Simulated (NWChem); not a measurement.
AuNH$_{3}$Cl; SMILES [Au](<-[NH3])[Cl]

Computed with NWChem. def2 effective core potentials on Au; no spin-orbit coupling. Each level has its own optimisation; frequencies are unscaled.

Problem. Order these by “r Au–N (Å)”, lowest first: PBE0/def2-SVP; LDA (Slater exchange, VWN5)/def2-SVP; BLYP/def2-SVP.

Solution. LDA (Slater exchange, VWN5)/def2-SVP (2.054), PBE0/def2-SVP (2.102), BLYP/def2-SVP (2.146)
